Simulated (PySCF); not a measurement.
## Two-component Hartree-Fock for Ni (nickel, neutral)

Start: [Ar] 3d8 4s2; 3d3/2 filled at m_j = -1/2, +1/2, +3/2; 3d5/2 filled at m_j = -3/2, -1/2, +1/2, +3/2, +5/2. Calculated with PySCF 2.14 in x2c-TZVPall-2c: generalised Hartree-Fock with the X2C-1e Hamiltonian and a Gaussian nucleus; one run each with spin-orbit coupling (SO) switched off, then screened by Boettger's factors. This is a chosen level, not necessarily the ground level.

```
spinor shell  electrons  ε, spin-free (eV)  ε, screened SO (eV)  weight of nominal j (screened SO)  rms radius, screened SO (bohr)
       1s1/2          2            -8402.7              -8402.5                              1.000                          0.0624
       2s1/2          2            -1051.1              -1051.0                              1.000                           0.265
       2p1/2          2            -900.21              -912.61                              0.999                           0.236
       2p3/2          4            -900.21              -894.12                              0.999                           0.239
       3s1/2          2            -136.17              -136.15                              1.000                           0.794
       3p1/2          2            -89.874              -93.741                              0.801                           0.842
       3p3/2          4            -89.874              -87.942                              0.900                           0.852
       3d5/2          5            -18.809              -19.178                              0.620                            1.11
       3d3/2          3            -18.809              -18.201                              0.641                            1.12
       4s1/2          2             -7.659               -7.658                              1.000                            3.26
```

```csv
quantity,spin-free,screened SO
E (hartree),-1519.06544,-1519.10256
M_J,4,4
⟨J²⟩,20.010,20.010
⟨L²⟩,12.005,12.012
⟨S²⟩,2.005,2.005
```

Each row is a mean over spinors that exchange with the open shell spreads, by up to 10.769 eV (3p3/2).

Rows whose weight is well below 1 are mixtures of j = l ± 1/2: exchange outweighs spin-orbit coupling there, and the label is only the starting occupation.

Without spin-orbit coupling the j labels of p, d and f shells carry no meaning; the spin-free column gives the mean over the occupied spinors of each nl shell.
